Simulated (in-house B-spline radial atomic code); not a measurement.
A radial electron density 4πr²n(r) was computed for an atom or ion in its tabulated ground configuration with an all-electron radial atomic-structure program (B-spline basis); method: Dirac-Hartree-Fock, average of configuration. Columns: r (bohr), 4πr²n(r) (electrons per bohr), bar.

```
 0.00109    2.283 #
 0.00134    3.255 ##
 0.00166    4.671 ##
 0.00205    6.615 ###
 0.00253    9.268 #####
 0.00313    12.88 ######
 0.00387    17.61 #########
 0.00478    23.61 ############
 0.00591    30.99 ################
  0.0073    39.52 ####################
 0.00902    48.73 ########################
  0.0111    57.52 #############################
  0.0138    65.07 #################################
   0.017    69.26 ###################################
   0.021    69.51 ###################################
   0.026     66.2 #################################
  0.0321    61.95 ###############################
  0.0397    60.82 ###############################
   0.049    66.14 #################################
  0.0606    77.14 #######################################
  0.0749    87.13 ############################################
  0.0925    87.72 ############################################
   0.114    77.37 #######################################
   0.141    65.31 #################################
   0.175    64.27 ################################
   0.216    72.54 ####################################
   0.267    72.98 #####################################
   0.329    55.77 ############################
   0.407    33.06 #################
   0.503    23.94 ############
   0.622    27.07 ##############
   0.768    27.44 ##############
   0.949     19.9 ##########
    1.17    11.14 ######
    1.45    6.096 ###
    1.79    4.145 ##
    2.21    2.831 #
    2.73    1.498 #
    3.38   0.5372 
    4.17   0.1246 
    5.16  0.01632 
    6.37 0.001125 
    7.88 3.306e-05
```

(1) Which atom or ion is it?
A. I2+
B. Sb2+
C. I+
D. Ba3+

Results:

(1) A. The area under the curve, ∫4πr²n dr = ∫r·4πr²n d(ln r) on this logarithmic grid, is 51 electrons, which only this option has. The configuration is [Kr] 4d10 5s2 5p3.
